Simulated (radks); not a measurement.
All-electron atom: the chlorine ion Cl2+ in [Ne] 3s2 3p2 4d1 (not the ground configuration).

Method: scalar-relativistic Kohn-Sham, PBEsol, spin-polarised, spherical densities, point nucleus; open shells are filled with parallel spins first; computed with a radial shooting solver on a logarithmic mesh with Libxc functionals.

Energy parts (hartree):
total: -458.33173
kinetic: 460.41271
electron-nucleus: -1074.90692
Hartree: 182.46245
exchange-correlation: -26.29997

Orbitals (lengths in bohr, moments of r in powers of bohr; r(max) is where P^2 peaks):
[
 {"orbital": "1s up", "occ.": "1", "eigenvalue (hartree)": "-102.4135", "<1/r>": "16.66", "r(max)": "0.05953", "<r>": "0.09106", "<r^4>": "0.0003214"},
 {"orbital": "1s down", "occ.": "1", "eigenvalue (hartree)": "-102.3967", "<1/r>": "16.66", "r(max)": "0.05952", "<r>": "0.09105", "<r^4>": "0.0003213"},
 {"orbital": "2s up", "occ.": "1", "eigenvalue (hartree)": "-10.67691", "<1/r>": "3.310", "r(max)": "0.3618", "<r>": "0.4441", "<r^4>": "0.09896"},
 {"orbital": "2s down", "occ.": "1", "eigenvalue (hartree)": "-10.65888", "<1/r>": "3.311", "r(max)": "0.3619", "<r>": "0.4437", "<r^4>": "0.09816"},
 {"orbital": "2p up", "occ.": "3", "eigenvalue (hartree)": "-8.45311", "<1/r>": "3.212", "r(max)": "0.3011", "<r>": "0.4061", "<r^4>": "0.09003"},
 {"orbital": "2p down", "occ.": "3", "eigenvalue (hartree)": "-8.42920", "<1/r>": "3.212", "r(max)": "0.3014", "<r>": "0.4057", "<r^4>": "0.08907"},
 {"orbital": "3s up", "occ.": "1", "eigenvalue (hartree)": "-1.98035", "<1/r>": "0.9909", "r(max)": "1.230", "<r>": "1.397", "<r^4>": "7.765"},
 {"orbital": "3s down", "occ.": "1", "eigenvalue (hartree)": "-1.85932", "<1/r>": "0.9881", "r(max)": "1.228", "<r>": "1.406", "<r^4>": "8.129"},
 {"orbital": "3p up", "occ.": "2", "eigenvalue (hartree)": "-1.47593", "<1/r>": "0.8922", "r(max)": "1.311", "<r>": "1.517", "<r^4>": "11.61"},
 {"orbital": "3p down", "occ.": "0", "eigenvalue (hartree)": "-1.35989", "<1/r>": "0.8828", "r(max)": "1.313", "<r>": "1.540", "<r^4>": "12.71"},
 {"orbital": "4d up", "occ.": "1", "eigenvalue (hartree)": "-0.31915", "<1/r>": "0.2573", "r(max)": "4.873", "<r>": "5.090", "<r^4>": "1220"}
]

The highest occupied level is 4d up at -8.684 eV. The configuration is held as typed, so some empty levels lie below it. Spin moment in Bohr magnetons: 3. The density falls to 0.001 e/bohr^3 at r = 4.58 bohr.
